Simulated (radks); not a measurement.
Question: All-electron atom: Tl II in [Hg]. Method: scalar-relativistic Kohn-Sham, BLYP, spin-polarised, spherical densities, point nucleus; computed with a radial shooting solver on a logarithmic mesh with Libxc functionals. Some entries of the table are withheld. Estimate them.

orbital,occ.,eigenvalue (hartree),r(max) (bohr)
1s,2,(1),0.01003
2s,2,-560.6618,0.05812
2p,6,-482.1730,0.04832
3s,2,-134.0176,0.1639
3p,6,-111.4348,0.1638
3d,10,(2),0.1334
4s,2,-30.10640,0.3688
4p,6,-22.70605,0.3889
4d,10,-14.04075,0.3954
5s,2,(3),(4)
4f,14,-4.45151,0.3578
5p,6,(5),0.9040
5d,10,(6),1.115
6s,2,-0.59912,2.050

Answer: 
(1) 1s eigenvalue (hartree): -3147.729
(2) 3d eigenvalue (hartree): -88.06261
(3) 5s eigenvalue (hartree): -5.07869
(4) 5s r(max) (bohr): 0.8073
(5) 5p eigenvalue (hartree): -3.05848
(6) 5d eigenvalue (hartree): -0.82939
